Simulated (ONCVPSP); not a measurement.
# P: ONCV pseudisation with LDA (Perdew-Wang 92), scalar-relativistic reference atom.

The input file (ONCVPSP 4.0.1):

```
# ATOM AND REFERENCE CONFIGURATION
# atsym  z   nc   nv     iexc    psfile
  P 15.00    3    2  -001012      upf
#
#   n    l    f
    1    0    2.00
    2    0    2.00
    2    1    6.00
    3    0    2.00
    3    1    3.00
#
# PSEUDOPOTENTIAL AND OPTIMIZATION
# lmax
    2
#
#   l,   rc,      ep,       ncon, nbas, qcut
    0    1.60    0.00    4    8    3.50
    1    1.80    0.00    4    9    4.40
    2    1.95    0.44    3    7    5.30
#
# LOCAL POTENTIAL
# lloc, lpopt,  rc(5),   dvloc0
    4    3    1.15    3.00
#
# VANDERBILT-KLEINMAN-BYLANDER PROJECTORs
# l, nproj, debl
    0    2    0.70
    1    2    2.30
    2    2    0.40
#
# MODEL CORE CHARGE
# icmod, fcfact, rcfact
    3    2.00    1.30
#
# LOG DERIVATIVE ANALYSIS
# epsh1, epsh2, depsh
   -2.00    5.00    0.02
#
# OUTPUT GRID
# rlmax, drl
    6.00    0.01
#
# TEST CONFIGURATIONS
# ncnf
    4
# nvcnf
#   n    l    f
    2
    3    0    2.00
    3    1    2.00
#
    2
    3    0    2.00
    3    1    1.00
#
    2
    3    0    2.00
    3    1    0.00
#
    2
    3    0    2.00
    3    1    2.50
#
```

Command:

```bash
oncvpsp.x < P.dat > P.out
```

The program printed (shortened: citation, most of the input echo, consistency checks and plot data are left out):

```
ONCVPSP  (Optimized Norm-Conservinng Vanderbilt PSeudopotential)
scalar-relativistic version 4.0.1

#   n    l    f        energy (Ha)
    1    0    2.00    -7.6293864E+01
    2    0    2.00    -6.3630301E+00
    2    1    6.00    -4.5759359E+00
    3    0    2.00    -5.1509877E-01
    3    1    3.00    -2.0567720E-01

Reference configufation results
  iterations    23
  all-electron total energy (Ha)   -3.40788524D+02

Begin loop to  construct optimized pseudo wave functions
and semi-local pseudopoentials for all angular momenta

   Wellstate for l =  0  n =  4
     eigenvalue =   0.1849
     asymptotic potential =   0.6849
     half-point radius =  6.1321

Calculating optimized projector #   1

 for l=   0

    Fraction of norm inside rc  0.384232
    Optimizing pswf for qcut=   3.51 a_B^-1,  ecut=   6.14 Ha
    Residual kinetic energy error=  9.51D-03 Ha

    Energy error per electron        Cutoff
         Ha          eV             Ha
         0.01000     0.27211        6.05
         0.00100     0.02721       33.73
         0.00010     0.00272       65.18
         0.00001     0.00027       76.08

Calculating optimized projector #   2

 for l=   0

    Fraction of norm inside rc  0.094068
    Optimizing pswf for qcut=   3.51 a_B^-1,  ecut=   6.14 Ha
    Residual kinetic energy error=  4.40D-03 Ha

    Energy error per electron        Cutoff
         Ha          eV             Ha
         0.01000     0.27211        4.75
         0.00100     0.02721       12.50
         0.00010     0.00272       56.14
         0.00001     0.00027       92.58

   Wellstate for l =  1  n =  5
     eigenvalue =   2.0943
     asymptotic potential =   2.5943
     half-point radius =  3.8726

Calculating optimized projector #   1

 for l=   1

    Fraction of norm inside rc  0.327369
    Optimizing pswf for qcut=   4.41 a_B^-1,  ecut=   9.72 Ha
    Residual kinetic energy error=  8.46D-05 Ha

    Energy error per electron        Cutoff
         Ha          eV             Ha
         0.01000     0.27211        3.07
         0.00100     0.02721        4.47
         0.00010     0.00272        9.14
         0.00001     0.00027       53.98

Calculating optimized projector #   2

 for l=   1

    Fraction of norm inside rc  0.121269
    Optimizing pswf for qcut=   4.41 a_B^-1,  ecut=   9.72 Ha
    Residual kinetic energy error=  3.07D-04 Ha

    Energy error per electron        Cutoff
         Ha          eV             Ha
         0.01000     0.27211        5.00
         0.00100     0.02721        6.07
         0.00010     0.00272       13.79
         0.00001     0.00027       40.51

   Wellstate for l =  2  n =  4
     eigenvalue =   0.4400
     asymptotic potential =   0.9400
     half-point radius =  7.6060

   Wellstate for l =  2  n =  4
     eigenvalue =   0.8400
     asymptotic potential =   1.3400
     half-point radius =  4.7325

Calculating optimized projector #   1

 for l=   2

    Fraction of norm inside rc  0.175193
    Optimizing pswf for qcut=   5.30 a_B^-1,  ecut=  14.07 Ha
    Residual kinetic energy error=  1.09D-04 Ha

    Energy error per electron        Cutoff
         Ha          eV             Ha
         0.01000     0.27211        7.61
         0.00100     0.02721       11.08
         0.00010     0.00272       14.54
         0.00001     0.00027       49.39

Calculating optimized projector #   2

 for l=   2

    Fraction of norm inside rc  0.277412
    Optimizing pswf for qcut=   5.30 a_B^-1,  ecut=  14.07 Ha
    Residual kinetic energy error=  4.21D-04 Ha

    Energy error per electron        Cutoff
         Ha          eV             Ha
         0.01000     0.27211        9.74
         0.00100     0.02721       12.98
         0.00010     0.00272       19.27
         0.00001     0.00027       48.36

Construct Vanderbilt / Kleinmman-Bylander projectors

B matrix Hermiticity error, ll=   0
   1   2    2.5590E-05

  Orthonormal projector coefficients  1.4009E+01  2.8790E+00

B matrix Hermiticity error, ll=   1
   1   2   -9.4706E-05

  Orthonormal projector coefficients  1.8407E+00  4.6553E-01

B matrix Hermiticity error, ll=   2
   1   2   -9.5904E-06

  Orthonormal projector coefficients -2.6313E+00 -7.8990E-01

Model core correction analysis
  based on d2Exc/dn_idn_j

d2excae - all-electron derivatives

   -3.382172D-02   -2.742745D-02
   -2.742857D-02   -2.592265D-02

d2excps - pseudofunction derivatives with no core correction

   -3.877666D-02   -3.046686D-02
   -3.046907D-02   -2.780128D-02

rms 2nd derivative error    3.411867E-03

rmatch, rhocmatch    1.0471    1.1761

Teter function model core charge with specified parameters

d2excps - pseudofunction derivatives with core correction

   -3.638708D-02   -2.915899D-02
   -2.916046D-02   -2.705090D-02

rms 2nd derivative error    1.860893E-03

Pseudoatom total energy   -6.443468

Diagnostic tests using Vanderbilt-Kleinman-Bylander pseudopotentials
  1 or more projectors used as specified by nproj input data

   l    rcore       rmatch      e in        delta e   norm test  slope test

   0   1.6011794   1.6497947  -0.5150988  -0.0000034   1.0000320   1.0000712
   0   1.6011794   1.6497947   0.1849012   0.0000016   1.0001058   1.0001058

   1   1.8046776   1.8594715  -0.2056772  -0.0000003   1.0000218   1.0001036
   1   1.8046776   1.8594715   2.0943228   0.0000046   1.0001640   1.0001640

   2   1.9506231   2.0098483   0.4400000  -0.0000963   1.0000127   1.0000127
   2   1.9506231   2.0098483   0.8400000  -0.0000660   1.0000223   1.0000223

 Testing for bound ghosts
   n   l    E NL Schr. Eq   E Basis Diag.   E Cutoff

   1   0       -0.515102       -0.509280    101.70

   2   1       -0.205678       -0.194123    120.82

 Testing for highly-localized positive-energy ghosts
       l    <radius>/rc     E Basis Diag.   E Cutoff

Test configuration 0

   n   l     f        eae           eps        diff
   1   0  2.0000  -76.29386425
   2   0  2.0000   -6.36303011
   2   1  6.0000   -4.57593588
   3   0  2.0000   -0.51509877   -0.51510213   -3.36D-06
   3   1  3.0000   -0.20567720   -0.20567752   -3.23D-07

    Total energies and differences
      AE_ref= -3.40788524D+02  AE_tst= -3.40788524D+02  dif=  0.00D+00
      PS_ref= -6.44346801D+00  PS_tst= -6.44346801D+00  dif= -8.88D-16
      PSP excitation error=  8.88D-16

Test configuration 1

   n   l     f        eae           eps        diff
   1   0  2.0000  -76.69251467
   2   0  2.0000   -6.75345393
   2   1  6.0000   -4.96718825
   3   0  2.0000   -0.85702788   -0.85672204    3.06D-04
   3   1  2.0000   -0.52553780   -0.52527462    2.63D-04

    Total energies and differences
      AE_ref= -3.40788524D+02  AE_tst= -3.40427834D+02  dif=  3.61D-01
      PS_ref= -6.44346801D+00  PS_tst= -6.08284427D+00  dif=  3.61D-01
      PSP excitation error=  6.65D-05

Test configuration 2

   n   l     f        eae           eps        diff
   1   0  2.0000  -77.18409326
   2   0  2.0000   -7.22761437
   2   1  6.0000   -5.44299769
   3   0  2.0000   -1.24992856   -1.24845240    1.48D-03
   3   1  1.0000   -0.89633635   -0.89492144    1.41D-03

    Total energies and differences
      AE_ref= -3.40788524D+02  AE_tst= -3.39720632D+02  dif=  1.07D+00
      PS_ref= -6.44346801D+00  PS_tst= -5.37633313D+00  dif=  1.07D+00
      PSP excitation error=  7.57D-04

Test configuration 3

   n   l     f        eae           eps        diff
   1   0  2.0000  -77.75925623
   2   0  2.0000   -7.77448493
   2   1  6.0000   -5.99247477
   3   0  2.0000   -1.68103356   -1.67657947    4.45D-03

    Total energies and differences
      AE_ref= -3.40788524D+02  AE_tst= -3.38622218D+02  dif=  2.17D+00
      PS_ref= -6.44346801D+00  PS_tst= -4.28059764D+00  dif=  2.16D+00
      PSP excitation error=  3.44D-03

Test configuration 4

   n   l     f        eae           eps        diff
   1   0  2.0000  -76.48065564
   2   0  2.0000   -6.54673647
   2   1  6.0000   -4.75996336
   3   0  2.0000   -0.67861524   -0.67852897    8.63D-05
   3   1  2.5000   -0.35827485   -0.35820759    6.73D-05

    Total energies and differences
      AE_ref= -3.40788524D+02  AE_tst= -3.40648212D+02  dif=  1.40D-01
      PS_ref= -6.44346801D+00  PS_tst= -6.30316018D+00  dif=  1.40D-01
      PSP excitation error=  4.01D-06
```

The run took about 3 s on one core of a shared server CPU.
